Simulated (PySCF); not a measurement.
# Dipole response of Mn²⁺ (manganese, charge +2)

[Ar] 3d5, high-spin 6S determinant. Computed with PySCF 2.14 in x2c-QZVPPall with one added diffuse shell each of s, p, d, f, g type (12s8p6d5f3g, 128 functions), with scalar relativity by spin-free X2C-1e. Coupled (time-dependent) response in atomic units; α is the mean over directions.

| method | mean α (bohr³) | C₆ (like pair) | S(−4) |
| --- | --- | --- | --- |
| BLYP | 4.216 | 12.43 | 11.18 |

S(−4) is the Cauchy moment in α(ω) = α(0) + S(−4) ω² + …

α(iu) at BLYP:

```
u (hartree)  α(iu) (bohr³)
          0          4.216
     0.0500          4.188
      0.100          4.109
      0.200          3.840
      0.300          3.508
      0.500          2.892
      0.750          2.328
       1.00          1.929
       1.50          1.395
       2.00          1.054
       3.00         0.6569
       5.00         0.3223
```

For an ion, C₆ is the dispersion term alone; charge-induced terms of lower order in 1/R come first.
